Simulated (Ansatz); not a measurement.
Abridged output of a molecular run in Ansatz:

```
Functional definition: HF
1467 factors; integrals over basis functions are off by at most 1.3e-3 eV
mean field evaluation 1: about -59836.6479 eV, gradient 4.6e1 eV
mean field evaluation 2: about -59836.8153 eV, gradient 4.7e1 eV
mean field evaluation 4: about -59840.9127 eV, gradient 3.1e0 eV
mean field evaluation 8: about -59840.9573 eV, gradient 2.7e-1 eV
mean field -59840.95746487 eV, -2199.1146251760 hartree, gradient 3.9e-6 eV, S^2 0.000000; 0 other end points of the search recorded, 0 dependent functions left out
16 core orbitals not correlated: weight in the atoms' cores, before any rotation towards them, 1.000 or more for the frozen orbitals, at most 0.000 for the correlated occupied ones
reference -59840.95746487 eV, -2199.1146251760 hartree; 16, 16 occupied and 206, 206 virtual orbitals, 1467 factors
second order -29.36068210 eV of doubles, -0.00000000 eV of singles
cycle   1  -28.04467672 eV  change     1.3e0 eV  update   1.3e-1
cycle   2  -28.84895580 eV  change   -8.0e-1 eV  update   4.7e-2
cycle   3  -29.00875424 eV  change   -1.6e-1 eV  update   2.1e-2
cycle   4  -28.97632990 eV  change    3.2e-2 eV  update   4.8e-3
cycle   5  -28.97170875 eV  change    4.6e-3 eV  update   1.4e-3
cycle   6  -28.97272096 eV  change   -1.0e-3 eV  update   5.1e-4
cycle   7  -28.97242231 eV  change    3.0e-4 eV  update   2.0e-4
cycle   8  -28.97231919 eV  change    1.0e-4 eV  update   7.7e-5
cycle   9  -28.97237418 eV  change   -5.5e-5 eV  update   2.7e-5
cycle  10  -28.97238814 eV  change   -1.4e-5 eV  update   7.9e-6
perturbative correction -0.95046353 eV, -0.0349288904 hartree
Total energy: -59870.88031654 eV, -2200.2142696925 hartree
```

Its atoms:

```xyz
9

N     1.1815    0.2292   -0.1607
Si   -0.4756    0.0685    0.1997
O    -1.0488    1.3803    1.0212
Zn    0.8075   -2.8766   -1.8368
H     1.5054    0.9155   -0.8226
H     1.8775    0.0407    0.5417
H    -0.6193   -1.1601    1.0236
H    -1.9989    1.4694    1.1098
H    -1.2293   -0.0670   -1.0759
```

Question: Which basis set was used?
A. def2-TZVPP
B. cc-pV(Q+d)Z
C. cc-pV(D+d)Z
D. def2-SVP

Answer: A. It gives 238 functions.

Question: Write the keys of the input that set method, charge and spin (a neutral closed shell needs none for the last two).

Answer: 
```yaml
correlation: {method: ccsd_t, frozen_orbitals: {H: 0, "N": 1, O: 1, Si: 5, Zn: 9}}
```
